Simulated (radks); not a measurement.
The numbers below are computed, except where a source is named.
Re XXV, configuration [Kr] 4d10 4f5. Code: a radial shooting solver on a logarithmic mesh with Libxc functionals. Model: Dirac Kohn-Sham, PBE, spin-unpolarised, spherical densities, point nucleus; open shells are shared between the two j in proportion to 2j + 1.

Radial electron density D(r) = 4 pi r^2 rho(r):

r (bohr)  D(r) (e/bohr)
0.002165          25.64
0.00282           36.13
0.003672          49.44
0.004781          65.12
0.006176          81.19
0.008042          95.93
0.01047           105.2
0.01363           106.2
0.01775           100.2
0.02293           94.61
0.02986           99.54
0.03889           118.3
0.05063           136.2
0.06541           133.0
0.08517           113.5
0.1109            110.4
0.1444            125.3
0.1865            111.9
0.2429            70.57
0.3163            60.01
0.4118            67.89
0.532             47.02
0.6927            15.89
0.902             2.443
1.175            0.1526
1.517          0.003670

D(r) has 4 maxima, at r = 0.0123, 0.0557, 0.153, 0.399 bohr, and minima at 0.0241, 0.0999, 0.294 bohr, inside which lie 2.03, 11.15, 29.73 electrons.
